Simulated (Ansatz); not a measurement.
Start from `FC(F)(F)[SeH]` and change one element to get `FC(F)(F)[TeH]`.

Ansatz, PBE0-D4/def2-TZVP geometries, multiplicity 1. Each molecule was computed in one conformer, which needn't be the lowest.

Elements past krypton have def2 core potentials. Scalar relativity is left out up to krypton.

```json
{"property": "HOMO energy (B3LYP/def2-TZVPP) / eV", "`FC(F)(F)[SeH]`": "-7.43"}
{"property": "LUMO energy (ωB97M-V/def2-TZVPP) / eV", "`FC(F)(F)[SeH]`": "1.21"}
{"property": "size of the dipole moment (B3LYP/def2-TZVPP) / D", "`FC(F)(F)[SeH]`": "1.38"}
{"property": "HOMO–LUMO gap (ωB97M-V/def2-TZVPP) / eV", "`FC(F)(F)[SeH]`": "11.12"}
{"property": "size of the dipole moment (PBE/def2-TZVPP) / D", "`FC(F)(F)[SeH]`": "1.17"}
{"property": "LUMO energy (PBE/def2-TZVPP) / eV", "`FC(F)(F)[SeH]`": "-1.72"}
```

(1) What does the change do to each property? (Best estimate.)

## Answers

(1) Computed: 
| property | `FC(F)(F)[TeH]` | shift |
| --- | --- | --- |
| HOMO energy (B3LYP/def2-TZVPP) / eV | -6.79 | 0.64 |
| LUMO energy (ωB97M-V/def2-TZVPP) / eV | 0.32 | -0.89 |
| size of the dipole moment (B3LYP/def2-TZVPP) / D | 1.64 | 0.26 |
| HOMO–LUMO gap (ωB97M-V/def2-TZVPP) / eV | 9.48 | -1.64 |
| size of the dipole moment (PBE/def2-TZVPP) / D | 1.33 | 0.16 |
| LUMO energy (PBE/def2-TZVPP) / eV | -2.38 | -0.66 |

With PBE0 the HOMO rises by 0.66 eV and the LUMO falls by 0.76 eV, so the gap narrows by about 1.42 eV. PBE moves the HOMO by 0.52 eV and ωB97M-V by 0.75 eV. Dipoles are sizes alone; their direction can turn.

B3LYP here is the variant with VWN-RPA as its local correlation; programs differ in this.

Spin–orbit coupling is left out; it splits and shifts lone-pair levels of the heavy atoms by tenths of an eV.
